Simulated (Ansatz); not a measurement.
A made-up structure of HTeSO (charge -1), closed shell:

| atom | x (Å) | y (Å) | z (Å) |
| --- | --- | --- | --- |
| O1 | -0.8356 | 0.8332 | -0.6178 |
| Te2 | 0.3997 | 0.6829 | 0.9896 |
| S3 | 1.1477 | -1.4789 | 0.6467 |
| H4 | 1.8699 | -2.6303 | 0.6946 |

It is relaxed with PBE-D4/def2-SVPD and then PBE0-D4/def2-TZVPD (Ansatz 0.2.0). Atoms count as bonded within 1.22 times the sum of their covalent radii (H–H: 0.88 Å). The end point is not checked to be a true minimum.

(1) Does its bonding change? (Judge from chemistry; the calculation decides.)

Results:

(1) Computed: No: no bond forms or breaks.

Where it ends: The first stage lowers the energy by 1.96 eV in 14 steps. It ends as HTeSO ([O][Te][SH]), total charge -1:
```
atom    x (Å)    y (Å)    z (Å)
  O1  -0.3793   0.9356  -0.6150
 Te2   0.2313   0.4096   1.0546
  S3   0.7443  -2.0096   0.8937
  H4   1.9854  -1.9288   0.3797
```

Labels in which every atom is bracketed show which atoms are joined, not bond orders.

For scale, one of the runs: PBE0-D4/def2-TZVPD relaxation, 154 basis functions, launched by `ansatz run in.yaml --threads 2 --pin off --events-out ev --progress --plain --max-ram 4352MiB`. The run took about 43 s on 2 CPU threads of an Arm Neoverse V1 (shared host).
